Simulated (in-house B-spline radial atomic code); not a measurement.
The calcium ion Ca⁵⁺: [Ne] 3s1 3p4 (an excited or competing configuration)

All numbers are computed (Dirac-Hartree-Fock, average of configuration; Fermi nucleus of rms radius 3.4776 fm) with a radial B-spline atomic code at the basis-set limit, not measured.

Screening seen three ways: the hydrogenic charge with the same mean radius, Z_r = [3n² - l(l+1)]/(2<r>), the one with the same energy, Z_e = n√(-2ε), and Slater's rules. Values are occupation-weighted means over j.

```tsv
shell	electrons	ε (eV)	<r> (bohr)	Z_r	Z_e	Slater
1s	2	-4171.3	0.07676	19.54	17.51	19.70
2s	2	-542.77	0.3605	16.64	12.63	15.85
2p	6	-453.01	0.3252	15.38	11.54	15.85
3s	1	-130.27	1.07	12.62	9.28	9.80
3p	4	-104.16	1.128	11.08	8.30	9.80
```

The least bound orbital is 3p3/2 at -104 eV, and it is also the most diffuse (<r> = 1.13 bohr).

Spin-orbit splittings of the orbital energies (j = l + 1/2 above j = l - 1/2 when positive): 2p 3.81 eV, 3p 0.5077 eV.

For the 1s electron the small component carries 0.511 % of the norm, the zero-frequency Breit interaction raises the level by 3.591 eV, self-energy by 1.668 eV, and vacuum polarisation lowers it by 0.1233 eV.
